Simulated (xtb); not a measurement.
C10H9NS, SMILES Cc1csc(-c2ccccn2)c1. All values are semi-empirical tight-binding results from xtb (GFN2-xTB unless named), good for trends rather than for accurate numbers. The structure is a stationary point at GFN2-xTB. One conformer was computed; it need not be the lowest.

Q: Estimate the properties. (An estimate is asked for; the answer gives what the named calculation found.)

A: 
| Item | Result |
|---|---|
| orbital gap | 2.67 eV |
| zero-point energy | 99.6 kcal/mol |
| G − E(el) at 298.15 K (modified RRHO) | 76.3 kcal/mol |
| static polarisability (D4 model) | 134.6 bohr³ |
| solvation energy, GFN2-xTB/ALPB(water) | -1.8 kcal/mol |
| solvation energy, GFN2-xTB/ALPB(thf) | -10.2 kcal/mol |
